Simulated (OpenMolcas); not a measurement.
Mn3+ with its 6 nearest fluoride ions at 2.033 Å, on the Y site of Cs2NaYF6 (a = 9.075 Å, distance in the model lattice 2.178 Å). The rest of the host is ab initio model potentials to 7.6 Å, with orthogonalisation functions on the cations behind the ligands, and point charges beyond; the distance is set by hand and nothing relaxes. Ligand basis ANO-RCC-VDZP.

```json
{
 "Program": "OpenMolcas",
 "Method": "CASSCF",
 "Basis": "ANO-RCC-VTZP [6s5p3d2f1g]",
 "Scalar Hamiltonian": "DKH2, point nucleus",
 "Active space": "4 electrons in 5 orbitals (3d)",
 "State averaging": "2S+1 = 5 even, 5 roots; 2S+1 = 3 even, 45 roots; 2S+1 = 1 even, 50 roots",
 "Spin-orbit coupling": "RASSI with atomic mean-field integrals over the reference wave functions"
}
```

Question: What is the spin-free ground state (labels of O, the rotations of Oh)?

Answer: 5E, 2-fold in its orbital part, 100 % from free-ion D terms; it has the highest spin that d4 allows.

Question: Where is the first state of the same spin?

Answer: 5T2 at 10100 cm-1 above the ground state.

Question: What are the lowest two levels with spin-orbit coupling?

Answer: A 1-fold level A1, then a 3-fold level T1 9.9 cm-1 above it. Their leading multiplicities are 5 (100 %) and 5 (100 %).

Question: What is χT at 300 K, and how does it compare with the textbook value?

Answer: The lowest level has 2S+1 = 5, for which the spin-only value is χT = S(S+1) / 2 = 3.000 cm3 K/mol (g = 2). The computed 2.932 at 300 K differs by -0.068, through orbital momentum, spin-orbit coupling and any other state in reach.

Question: Which ligand-field parameters describe the states?

Answer: A least-squares ligand-field fit to the states below 45000 cm-1, each weighted by its degeneracy and with a free common offset, gives 10Dq = 9877 cm-1, B = 1137 cm-1 and C = 4300 cm-1 (C/B = 3.78), with an rms deviation of 102 cm-1. The same method and metal basis give the free ion B = 1217 cm-1 (fit to its terms below 60000 cm-1, rms deviation 43 cm-1), so the nephelauxetic ratio is β = 1137 / 1217 = 0.93; it hangs on how both fits weigh the states, and computed free-ion B values tend to be too large, so β mixes covalency with correlation.

An orbital doublet at a regular site is open to a Jahn-Teller distortion, which this geometry leaves out. Without dynamic correlation the repulsion within the d shell is too large (B by tens of per cent), so at a given field states of lower spin stand too high. Ligand-to-metal charge-transfer states are missing. With no ligand orbital active B as a rule stays too high, so bands that hang on it stand too high and its fall with covalency is understated. With metal d orbitals alone and no dynamic correlation 10Dq can be off by a tenth to a fifth, either way, in oxide and fluoride hosts. No measured value stands beside these numbers; the geometry was set by hand and not optimised.
